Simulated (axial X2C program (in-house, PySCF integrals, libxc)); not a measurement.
## Levels of BeN by electron attachment to BeN⁺ (EOM-EA-CCSD)

Calculated with an axial X2C code built on PySCF integrals: two-component X2C with atomic mean-field Coulomb and Gaunt terms, Gaussian nuclei, basis N dyall-av3z, Be dyall-acv3z with contracted cores.

R = 1.841 Å (1.150 times 1.601 Å, the PBE0 minimum at charge 0 for the lowest determinant).

Levels of BeN obtained by attaching an electron to BeN⁺:

| Ω | binding energy (eV) | above lowest (cm⁻¹) | attached spinor | one-particle weight |
| --- | --- | --- | --- | --- |
| 1/2 | 8.711 | 0 | 44% Be sσ, 37% Be pσ, 13% N pσ | 0.96 |
| 3/2 | 8.020 | 5574 | 69% N pπ, 25% Be pπ | 0.81 |

This point took 11 s on 1 thread of Intel(R) Xeon(R) Platinum 8375C CPU @ 2.90GHz (Ice Lake), on a shared host.

Reference electrons by ω block (each with its −ω partner): 1/2: 5. 6 electrons of BeN⁺ correlated (inner shells frozen), 92 natural virtual spinors (a truncated set); levels can be off by some tenths of an eV. Roots sought by Ω: (1/2: 5, 3/2: 4, 5/2: 2, 7/2: 1); rows need 60 % one-particle weight and stop where some Ω has no more roots. Missing are any skipped roots, higher Ω and states of a further excitation; these come out far too high here and may in truth be low or lowest. T1 of the reference 0.031 (Lee–Taylor). The reference was not checked to be the lowest state of its species. Number of frozen shells: N 1 s; Be 1 s. Large amplitudes in the reference (orbital relaxation or multireference character) lower the reliability.
